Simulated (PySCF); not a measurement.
F$_{2}$Sn (SMILES [F][Sn][F]), singlet, at a GFN2-xTB geometry (such geometries of metal compounds can be far from the true shape) (all electrons, no relativity). Base run: CAMB3LYP/STO-3G (PySCF).

Input for PySCF:
```python
from pyscf import gto, scf, dft

mol = gto.Mole()
mol.atom = '''
    Sn    0.01449829   -0.00777246    0.34340333
    F     0.74067978    1.44200224   -0.95472046
    F    -0.82122585   -1.39882190   -0.95307583
'''
mol.basis = 'sto-3g'
mol.verbose = 4
mol.build()

mf = dft.RKS(mol)
mf.xc = 'camb3lyp'
mf.kernel()
mf.analyze()
```

Each row names what was changed in the base input (with any setting that the change needs).

```tsv
change	ΔE vs base (mEh)	grid points	electrons on the grid	outcome
base	0.000	50488	67.99997	converged
grids.atom_grid = (30, 110)	-125.9	7344	68.00737	converged
grids.prune = dft.gen_grid.sg1_prune	-	-	-	input refused
grids.level = 5	-0.013	134760	68.00000	converged
grids.radi_method = gauss_chebyshev	0.001	48856	67.99997	converged
grids.atom_grid = (75, 302)	-0.042	41816	67.99992	converged
grids.atom_grid = (150, 974)	-0.015	231184	68.00000	converged
small_rho_cutoff = 0	0.000	50488	67.99997	converged
grids.radi_method = delley	0.006	51160	67.99997	converged
grids.prune = off	0.001	86536	67.99997	converged
grids.level = 4	-0.013	89800	68.00000	converged
```

- grids.prune = dft.gen_grid.sg1_prune: ended with `IndexError: index 50 is out of bounds for axis 0 with size 19`
